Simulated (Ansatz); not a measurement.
```yaml
crystal:
  periodic: [false, false, false]
  atoms:
    - {symbol: As, position_ang: [0.019702, 0.018299, 1.121516]}
    - {symbol: O, position_ang: [1.533728, -0.272551, 0.141498]}
    - {symbol: C, position_ang: [2.543386, 0.601425, 0.372650]}
    - {symbol: C, position_ang: [3.739341, 0.121363, -0.532083]}
    - {symbol: H, position_ang: [2.328943, 1.667310, 0.176529]}
    - {symbol: H, position_ang: [2.930719, 0.593848, 1.486226]}
    - {symbol: H, position_ang: [4.621469, 0.831681, -0.332658]}
    - {symbol: H, position_ang: [4.062708, -0.848081, -0.200576]}
    - {symbol: H, position_ang: [3.496996, 0.203586, -1.546196]}
    - {symbol: O, position_ang: [-0.553960, 1.410137, 0.135755]}
    - {symbol: C, position_ang: [-1.843455, 1.972169, 0.390061]}
    - {symbol: C, position_ang: [-2.026796, 3.184178, -0.478412]}
    - {symbol: H, position_ang: [-2.587964, 1.175588, 0.159789]}
    - {symbol: H, position_ang: [-1.942515, 2.220387, 1.518695]}
    - {symbol: H, position_ang: [-2.944050, 3.694934, -0.304715]}
    - {symbol: H, position_ang: [-1.234883, 3.969764, -0.216849]}
    - {symbol: H, position_ang: [-1.862776, 2.943040, -1.517282]}
    - {symbol: O, position_ang: [-0.936459, -1.224878, 0.132173]}
    - {symbol: C, position_ang: [-0.748887, -2.588363, 0.434511]}
    - {symbol: C, position_ang: [-1.749022, -3.391193, -0.467840]}
    - {symbol: H, position_ang: [0.257700, -2.819871, 0.134295]}
    - {symbol: H, position_ang: [-0.914514, -2.818288, 1.424704]}
    - {symbol: H, position_ang: [-1.658264, -4.427616, -0.237962]}
    - {symbol: H, position_ang: [-2.749031, -3.067502, -0.153438]}
    - {symbol: H, position_ang: [-1.611084, -3.133435, -1.542374]}
basis:
  gaussian: {orbitals: def2-mTZVP}
magnetization: {spin_polarized: true, initial_magnetization: 0}
hamiltonian: {xc: {name: LC-wPBE}}
scf: {omitted_lower_state_checks: [starts]}
output: {forces: true}
```

```sh
$ ansatz run in.yaml --threads 4 --pin off --events-out ev --progress --plain --max-ram 6963MiB
```

Output, abridged:

```
Functional definition: LC-wPBE
2578 factors; their error is unknown
908 factors; integrals over basis functions are off by at most 1.8e-5 eV
mean field evaluation 1: about -73424.0723 eV, gradient 6.0e1 eV
mean field evaluation 2: about -73422.1362 eV, gradient 6.9e1 eV
mean field evaluation 4: about -73437.4838 eV, gradient 2.5e0 eV
mean field evaluation 8: about -73437.5207 eV, gradient 3.4e-1 eV
mean field evaluation 16: about -73437.3610 eV, gradient 4.7e-3 eV
mean field -73437.36101903 eV, -2698.7732398184 hartree, gradient 8.2e-6 eV, S^2 0.000000; 0 other end points of the search recorded, 0 dependent functions left out
reference -73437.36101905 eV, -2698.7732398188 hartree; 54, 54 occupied and 213, 213 virtual orbitals, 2578 factors
Total energy: -73437.36101905 eV, -2698.7732398188 hartree
Atom 0 at     0.019702     0.018299     1.121516 Å, force    -0.535774    -0.856444    -2.555836 eV/Å
Atom 1 at     1.533728    -0.272551     0.141498 Å, force    -2.877222    -0.463355     0.717077 eV/Å
Atom 2 at     2.543386     0.601425     0.372650 Å, force     4.006655     0.683623     1.103293 eV/Å
Atom 3 at     3.739341     0.121363    -0.532083 Å, force     0.870799     2.649302     3.129612 eV/Å
Atom 4 at     2.328943     1.667310     0.176529 Å, force    -0.316386    -0.403733    -0.246976 eV/Å
Atom 5 at     2.930719     0.593848     1.486226 Å, force    -0.752955    -0.155966    -1.759943 eV/Å
Atom 6 at     4.621469     0.831681    -0.332658 Å, force    -1.179321    -0.978059    -0.361515 eV/Å
Atom 7 at     4.062708    -0.848081    -0.200576 Å, force    -0.049277    -0.609996    -0.248225 eV/Å
Atom 8 at     3.496996     0.203586    -1.546196 Å, force    -0.452584    -0.271353    -1.559861 eV/Å
Atom 9 at    -0.553960     1.410137     0.135755 Å, force     0.416952    -0.367561     0.489641 eV/Å
Atom 10 at    -1.843455     1.972169     0.390061 Å, force    -0.316462    -0.826311     1.604625 eV/Å
Atom 11 at    -2.026796     3.184178    -0.478412 Å, force     2.359668     1.209503     0.811360 eV/Å
Atom 12 at    -2.587964     1.175588     0.159789 Å, force     0.204634     0.659253     0.136385 eV/Å
Atom 13 at    -1.942515     2.220387     1.518695 Å, force     0.046963    -0.207772    -1.718012 eV/Å
Atom 14 at    -2.944050     3.694934    -0.304715 Å, force    -1.058692     0.064765    -0.048958 eV/Å
Atom 15 at    -1.234883     3.969764    -0.216849 Å, force    -0.878229    -1.179870    -0.308075 eV/Å
Atom 16 at    -1.862776     2.943040    -1.517282 Å, force    -0.261871    -0.125161    -0.349543 eV/Å
Atom 17 at    -0.936459    -1.224878     0.132173 Å, force     0.393345     1.779547     1.337134 eV/Å
Atom 18 at    -0.748887    -2.588363     0.434511 Å, force    -0.535302    -0.116498    -3.881135 eV/Å
Atom 19 at    -1.749022    -3.391193    -0.467840 Å, force     0.407271     2.061190     0.749258 eV/Å
Atom 20 at     0.257700    -2.819871     0.134295 Å, force     0.644923    -0.548977     0.144583 eV/Å
Atom 21 at    -0.914514    -2.818288     1.424704 Å, force    -0.357675    -0.488535     2.498594 eV/Å
Atom 22 at    -1.658264    -4.427616    -0.237962 Å, force     0.136167    -0.958507    -0.232423 eV/Å
Atom 23 at    -2.749031    -3.067502    -0.153438 Å, force     0.064535    -0.128024    -0.286408 eV/Å
Atom 24 at    -1.611084    -3.133435    -1.542374 Å, force     0.019837    -0.421061     0.835349 eV/Å
Dipole moment:    -0.095435     0.077906     0.405806 e Å
Checks for a lower state left out: starts
```

Run time 49 s (4 threads of Intel Xeon on a shared host), peak host memory 1.2 GiB.

LC-ωPBE has ω = 0.4 bohr⁻¹.
